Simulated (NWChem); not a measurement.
System: NH₄ cation; SMILES [NH4+]

Computed with NWChem. Coordinates come from a PBE0-D3(BJ)/def2-TZVP optimisation. Level: PBE0/def2-SVP with COSMO at NWChem's default radii, gas-phase geometry; rows give the dielectric constant. Reactions with the solvent are ignored.

```tsv
dielectric constant	electrostatic solvation energy (kcal/mol)
2.0	-42.2
2.4	-49.3
11.7	-77.2
46.7	(withheld)
78.4	-83.4
```

Question: What belongs in the gaps?

Answer: 
- 46.7, electrostatic solvation energy (kcal/mol): -82.6
